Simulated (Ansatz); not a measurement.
Reaction (ligand exchange at the Si–C bond): `FC1([SiH3])C[SiH2]1` + `[OH][Al]([OH])[O][SiH3]` → `[OH][Al]([O][SiH3])[O][SiH3]` + `FC1C[SiH2]1`

Program: Ansatz. Geometries: PBE0-D4/def2-TZVP. ΔE: electronic, gas phase. CCSD(T)/CBS adds triple-zeta CCSD(T) − MP2 to the extrapolated MP2 energy (def2 sets, frozen cores). This one scheme is used for every species. Functionals use def2-TZVPP. Each species was taken in one conformer, which may not be the lowest.

CCSD(T)/CBS gives -107.7 kJ/mol.

**Question.** Another level gave -109.1 kJ/mol. Which?
A. ωB97X-V/def2-TZVPP
B. HF/def2-TZVPP
C. PBE-D4/def2-TZVPP
D. CCSD/def2-TZVPP

**Answer.** A. ωB97X-V -109.1, PBE-D4 -92.7, CCSD/def2-TZVPP -115.4, HF/def2-TZVPP -141.6 kJ/mol.

Largest T1 diagnostic among the species: 0.013.

From PBE to PBE0 (25 % exact exchange), in def2-TZVPP and without D4, ΔE moves by −8.5 kJ/mol. The D4 term adds +5.9 kJ/mol with B3LYP and +3.0 kJ/mol with PBE0; it sums over pairs of atoms, weighted by their polarisabilities, and B3LYP, whose exchange is more repulsive, gets the larger term. In def2-TZVPP, CCSD(T) changes the Hartree–Fock value by +31.5 kJ/mol (the triples alone add +5.2 kJ/mol) and MP2 by +31.8 kJ/mol.

B3LYP here is the variant with VWN-RPA as its local correlation; programs differ in this.
